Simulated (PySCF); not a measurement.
# Excitation energy of Pd²⁺ by level of theory

Pd²⁺ [Kr] 4d8 (3F) → Pd²⁺ [Kr] 4d7 5s1 (5F), as a difference of total energies. All numbers are calculated (PySCF 2.14, scalar relativity through the core potential, in def2-TZVPPD with the def2 core potential (28 electrons)). Correlated levels: valence: 4s2 4p6 frozen; valence and next inner shell: nothing frozen outside the core potential. The calculations carry no spin-orbit coupling.

```tsv
method	excitation energy (eV)
UHF	6.211
LDA	6.412
PBE	6.446
PBE0	6.610
r2SCAN	6.504
BLYP	6.394
r2SCANh	6.551
B97-3	7.003
BP86	6.509
MP2 (valence)	6.952
SCS-MP2 (valence)	7.253
MP2 (valence and next inner shell)	6.609
SCS-MP2 (valence and next inner shell)	6.780
```

Task: How much does correlation contribute at MP2 (valence and next inner shell)?

Result: 6.609 − (6.211) = 0.398 eV, measured against UHF.
